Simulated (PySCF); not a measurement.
Correlation energy of Cl⁺ (chlorine, charge +1)

[Ne] 3s2 3p4, high-spin 3P determinant. All numbers are calculated (PySCF 2.14, no relativity, point nucleus, in aug-cc-pV(D+d)Z (5s4p3d, 32 functions)). Frozen: [Ne]; 6 electrons correlated.

MP2 pair energies summed by pair of shells (mhartree):

```
 pair  energy  share (%)
3p-3p  -46.69       49.7
3s-3p  -39.84       42.4
3s-3s   -7.37        7.8
```

Total MP2 correlation energy: -93.90 mhartree.

Same-spin part -23.30 and opposite-spin part -70.59 mhartree; SCS-MP2 scales them by 1/3 and 6/5 to -92.48 mhartree.

| level | correlation energy (mhartree) |
| --- | --- |
| CCSD | -115.92 |
| (T) | -1.79 |
| CCSD(T) | -117.71 |

Diagnostics: T1 = 0.0080, D1 = 0.0269, largest double amplitude 0.047.

Cost of the coupled-cluster step: 0.49 s of wall time on 1 thread of Neoverse-N1 (shared host), for 6 correlated electrons.
